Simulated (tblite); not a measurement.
Cyclohexyl methyl ketone, C8H14O.
Bonds: C1–C2, C2–O3 (double), C2–C4, C4–C5, C5–C6, C6–C7, C7–C8, C8–C9, C4–C9. Hydrogens: H10, H11, H12 on C1; H13 on C4; H14, H15 on C5; H16, H17 on C6; H18, H19 on C7; H20, H21 on C8; H22, H23 on C9.

Computed with GFN2-xTB (tblite), gas phase: L-BFGS steps from a force-field or distance-geometry start until the largest atomic force falls under 0.01 eV/Å.

Step 21: E = -771.3900 eV
```
atom  x, y, z in Å  |  force x, y, z in eV/Å
C1      2.6659   -0.9897   -0.0444   -0.023  -0.011  -0.011
C2      1.5652   -0.2154    0.6438   -0.025   0.005  -0.031
O3      1.4185   -0.2425    1.8388    0.008  -0.013   0.017
C4      0.6999    0.6204   -0.2887   -0.001   0.003  -0.029
C5     -0.0910   -0.2455   -1.2836    0.006   0.017  -0.010
C6     -1.2086   -1.0159   -0.5860    0.036   0.017  -0.001
C7     -2.1569   -0.0432    0.1075    0.002  -0.022  -0.005
C8     -1.3922    0.7819    1.1361   -0.003  -0.005   0.000
C9     -0.2470    1.5477    0.4804    0.015  -0.012  -0.016
H10     3.1039   -0.4078   -0.8502    0.030  -0.018  -0.001
H11     3.4299   -1.2709    0.6759   -0.009   0.018   0.010
H12     2.2488   -1.9007   -0.4682   -0.020  -0.031   0.003
H13     1.3996    1.2388   -0.8644    0.008   0.023  -0.019
H14    -0.5337    0.4160   -2.0338    0.004  -0.006   0.022
H15     0.5746   -0.9345   -1.8076    0.007   0.023   0.028
H16    -0.7807   -1.6941    0.1570   -0.009   0.011  -0.023
H17    -1.7517   -1.6157   -1.3215    0.016   0.015   0.032
H18    -2.6077    0.6180   -0.6376    0.006  -0.004   0.008
H19    -2.9614   -0.5940    0.5979   -0.014  -0.003   0.004
H20    -0.9872    0.1191    1.9009    0.010   0.011   0.007
H21    -2.0639    1.4899    1.6246   -0.021   0.001   0.008
H22    -0.6517    2.2890   -0.2145   -0.004  -0.024   0.015
H23     0.3228    2.0761    1.2477   -0.020   0.005  -0.006
```

Step 22: E = -771.3904 eV
```
atom  x, y, z in Å  |  force x, y, z in eV/Å
C1      2.6651   -0.9912   -0.0442   -0.027  -0.009  -0.013
C2      1.5631   -0.2168    0.6425    0.003   0.038  -0.015
O3      1.4165   -0.2432    1.8376    0.005  -0.022   0.013
C4      0.6995    0.6222   -0.2890    0.001  -0.004  -0.029
C5     -0.0905   -0.2440   -1.2834   -0.008   0.003  -0.019
C6     -1.2067   -1.0160   -0.5858    0.023   0.016   0.008
C7     -2.1557   -0.0437    0.1072   -0.003  -0.010   0.003
C8     -1.3922    0.7817    1.1361    0.006  -0.004   0.007
C9     -0.2481    1.5489    0.4802    0.018  -0.014  -0.016
H10     3.1044   -0.4115   -0.8509    0.022  -0.011   0.000
H11     3.4293   -1.2716    0.6765   -0.021   0.019   0.009
H12     2.2477   -1.9024   -0.4670   -0.018  -0.041   0.001
H13     1.3993    1.2412   -0.8640    0.009   0.016  -0.015
H14    -0.5351    0.4159   -2.0332    0.003   0.007   0.010
H15     0.5751   -0.9324   -1.8076    0.016   0.018   0.021
H16    -0.7778   -1.6927    0.1577   -0.009   0.005  -0.022
H17    -1.7507   -1.6167   -1.3200    0.026   0.017   0.031
H18    -2.6048    0.6181   -0.6381   -0.003  -0.003   0.002
H19    -2.9609   -0.5932    0.5976   -0.015  -0.010   0.000
H20    -0.9851    0.1187    1.8993    0.009   0.006   0.017
H21    -2.0643    1.4881    1.6270   -0.018  -0.001   0.000
H22    -0.6547    2.2889   -0.2149    0.001  -0.022   0.014
H23     0.3217    2.0784    1.2466   -0.022   0.005  -0.005
```

Step 23: E = -771.3908 eV
```
atom  x, y, z in Å  |  force x, y, z in eV/Å
C1      2.6637   -0.9930   -0.0444   -0.024  -0.007  -0.014
C2      1.5611   -0.2176    0.6411    0.029   0.051   0.004
O3      1.4146   -0.2444    1.8364    0.000  -0.024  -0.002
C4      0.6992    0.6239   -0.2898    0.007  -0.003  -0.017
C5     -0.0900   -0.2424   -1.2836   -0.013  -0.006  -0.019
C6     -1.2044   -1.0156   -0.5854    0.002   0.014   0.016
C7     -2.1545   -0.0443    0.1070   -0.007   0.006   0.013
C8     -1.3921    0.7815    1.1363    0.012  -0.003   0.013
C9     -0.2489    1.5498    0.4798    0.011  -0.012  -0.009
H10     3.1054   -0.4153   -0.8515    0.010  -0.009   0.001
H11     3.4282   -1.2718    0.6772   -0.034   0.017   0.006
H12     2.2462   -1.9048   -0.4659   -0.014  -0.038   0.004
H13     1.3992    1.2439   -0.8640    0.007   0.008  -0.010
H14    -0.5365    0.4162   -2.0324   -0.001   0.021  -0.008
H15     0.5760   -0.9299   -1.8073    0.026   0.009   0.008
H16    -0.7749   -1.6913    0.1581   -0.002  -0.003  -0.012
H17    -1.7492   -1.6174   -1.3179    0.029   0.013   0.019
H18    -2.6019    0.6181   -0.6386   -0.010  -0.003  -0.003
H19    -2.9607   -0.5925    0.5972   -0.011  -0.016  -0.006
H20    -0.9828    0.1184    1.8980    0.007   0.002   0.025
H21    -2.0649    1.4863    1.6293   -0.008  -0.006  -0.011
H22    -0.6577    2.2885   -0.2151    0.004  -0.014   0.006
H23     0.3204    2.0806    1.2455   -0.020   0.004  -0.004
```

Step 24: E = -771.3912 eV
```
atom  x, y, z in Å  |  force x, y, z in eV/Å
C1      2.6619   -0.9950   -0.0448   -0.014  -0.005  -0.012
C2      1.5596   -0.2174    0.6397    0.042   0.043   0.016
O3      1.4128   -0.2460    1.8352   -0.002  -0.018  -0.019
C4      0.6991    0.6257   -0.2910    0.014   0.005   0.001
C5     -0.0898   -0.2409   -1.2840   -0.009  -0.008  -0.011
C6     -1.2021   -1.0150   -0.5847   -0.016   0.009   0.018
C7     -2.1534   -0.0448    0.1071   -0.008   0.018   0.020
C8     -1.3918    0.7813    1.1367    0.013  -0.004   0.016
C9     -0.2496    1.5504    0.4791   -0.002  -0.007   0.002
H10     3.1065   -0.4194   -0.8521   -0.004  -0.009  -0.001
H11     3.4263   -1.2715    0.6781   -0.044   0.011   0.003
H12     2.2444   -1.9079   -0.4646   -0.007  -0.025   0.009
H13     1.3992    1.2467   -0.8643    0.004   0.000  -0.008
H14    -0.5379    0.4168   -2.0318   -0.004   0.030  -0.023
H15     0.5774   -0.9272   -1.8067    0.029  -0.001  -0.007
H16    -0.7721   -1.6899    0.1583    0.008  -0.011   0.003
H17    -1.7471   -1.6178   -1.3155    0.025   0.004   0.002
H18    -2.5993    0.6180   -0.6390   -0.016  -0.004  -0.003
H19    -2.9607   -0.5922    0.5967   -0.005  -0.018  -0.011
H20    -0.9804    0.1182    1.8972    0.003  -0.001   0.030
H21    -2.0658    1.4843    1.6313    0.004  -0.009  -0.020
H22    -0.6606    2.2877   -0.2152    0.004  -0.004  -0.005
H23     0.3186    2.0829    1.2443   -0.014   0.004  -0.002
```

Q: Estimate the geometry and energy of step 25. (The exact step hangs on the optimiser's Hessian estimate; all steps are aligned on step 24, rigid shifts and turns removed.)

A: E = -771.3916 eV, largest force 0.045 eV/Å
```
atom  x, y, z in Å  |  force x, y, z in eV/Å
C1      2.6599   -0.9970   -0.0454   -0.003  -0.001  -0.008
C2      1.5589   -0.2166    0.6384    0.036   0.019   0.017
O3      1.4109   -0.2478    1.8337   -0.001  -0.006  -0.029
C4      0.6992    0.6275   -0.2921    0.016   0.013   0.016
C5     -0.0896   -0.2394   -1.2847    0.002  -0.001   0.000
C6     -1.2002   -1.0142   -0.5837   -0.021   0.003   0.013
C7     -2.1525   -0.0450    0.1075   -0.007   0.019   0.019
C8     -1.3912    0.7809    1.1374    0.009  -0.006   0.015
C9     -0.2502    1.5508    0.4785   -0.013  -0.001   0.012
H10     3.1075   -0.4236   -0.8526   -0.016  -0.010  -0.007
H11     3.4238   -1.2711    0.6791   -0.045   0.000   0.004
H12     2.2424   -1.9115   -0.4633   -0.002  -0.006   0.016
H13     1.3994    1.2495   -0.8647    0.000  -0.006  -0.007
H14    -0.5393    0.4180   -2.0315   -0.001   0.027  -0.029
H15     0.5793   -0.9245   -1.8063    0.023  -0.006  -0.018
H16    -0.7692   -1.6888    0.1586    0.014  -0.012   0.015
H17    -1.7447   -1.6181   -1.3131    0.015  -0.005  -0.014
H18    -2.5970    0.6179   -0.6394   -0.019  -0.004   0.002
H19    -2.9609   -0.5923    0.5960    0.002  -0.017  -0.012
H20    -0.9780    0.1179    1.8970   -0.001  -0.002   0.030
H21    -2.0665    1.4823    1.6330    0.015  -0.006  -0.022
H22    -0.6634    2.2869   -0.2155    0.003   0.004  -0.014
H23     0.3166    2.0852    1.2431   -0.005   0.004   0.001
```

The energy changes by -0.0004 eV. The first-order estimate −F·Δx gives -0.0005 eV and the mean of the old and new forces, exact on a quadratic surface, -0.0004 eV. The step makes an angle of 71° with the force vector and moves no atom by more than 0.004 Å.
